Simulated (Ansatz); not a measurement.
Ansatz results at the PBE0-D4/def2-TZVP geometry: LUMO energy (ωB97M-V/def2-TZVPP) -0.91 eV; size of the dipole moment (ωB97M-V/def2-TZVPP) 1.69 D; size of the dipole moment (B3LYP/def2-TZVPP) 1.66 D.

Problem. Which molecule gave them?
A. `B[SiH](F)Cl`
B. `O=C[SeH]`
C. `[SH][Al]1[CH2][SiH2]1`
D. `NC#[C][GeH3]`

Solution. A. The others give `NC#[C][GeH3]`: 2.11, 2.32, 2.35; `[SH][Al]1[CH2][SiH2]1`: 0.18, 0.52, 0.48; `O=C[SeH]`: 1.15, 2.61, 2.60.

B3LYP here is the variant with VWN-RPA as its local correlation; programs differ in this.
